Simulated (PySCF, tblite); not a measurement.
Question: What does the GFN2-xTB structure of `CC(C)O[SiH2]C(C)(C)C` look like in three dimensions?

Answer: 
```
atom  x, y, z in Å
C1     2.7072   -1.5096   -0.9703
C2     2.2494   -0.0791   -0.6995
C3     3.1218    0.5914    0.3551
O4     0.9068   -0.1278   -0.2895
Si5   -0.1135    1.0717    0.0640
C6    -1.7773    0.1832    0.3403
C7    -2.2315   -0.5250   -0.9363
C8    -2.8267    1.2203    0.7310
C9    -1.6606   -0.8490    1.4622
H10    3.7250   -1.5138   -1.3505
H11    2.6670   -2.0884   -0.0509
H12    2.0527   -1.9763   -1.7016
H13    2.3028    0.5048   -1.6302
H14    4.1668    0.5469    0.0610
H15    2.9968    0.0831    1.3077
H16    2.8285    1.6307    0.4739
H17    0.2813    1.8105    1.2714
H18   -0.1991    2.0411   -1.0376
H19   -2.3575    0.1878   -1.7489
H20   -3.1852   -1.0292   -0.7760
H21   -1.4987   -1.2683   -1.2416
H22   -2.5362    1.7395    1.6416
H23   -3.7929    0.7452    0.9030
H24   -2.9478    1.9624   -0.0549
H25   -0.9024   -1.5900    1.2209
H26   -1.3864   -0.3704    2.4004
H27   -2.6103   -1.3652    1.6083
```

Any rigid rotation of these coordinates is as good. Atoms count from 1 in this order. Si5 (oxygen-bound silicon) is distorted tetrahedral (angles from 103.7° to 112.6°). Of the pairs four or more bonds apart, Si5···H16 is among the closest relative to their van der Waals radii: 3.02 Å, 92 % of the sum of Bondi's values.

Bonds between heavy atoms (Å): C1–C2 1.526, C2–C3 1.524, C2–O4 1.405, O4–Si5 1.614, Si5–C6 1.906, C6–C7 1.529, C6–C8 1.526, C6–C9 1.529.

Structure optimised with GFN2-xTB, isolated species.

Point group: C1 (no symmetry element, even within 0.4 Å). Its lowest GFN2-xTB frequency is 13 cm⁻¹, too small to tell a flat minimum from a shallow saddle. The numbers are those of one conformer (C1–C2–O4–Si5 -177°, C2–O4–Si5–C6 174°).

All values are computed, not measured.
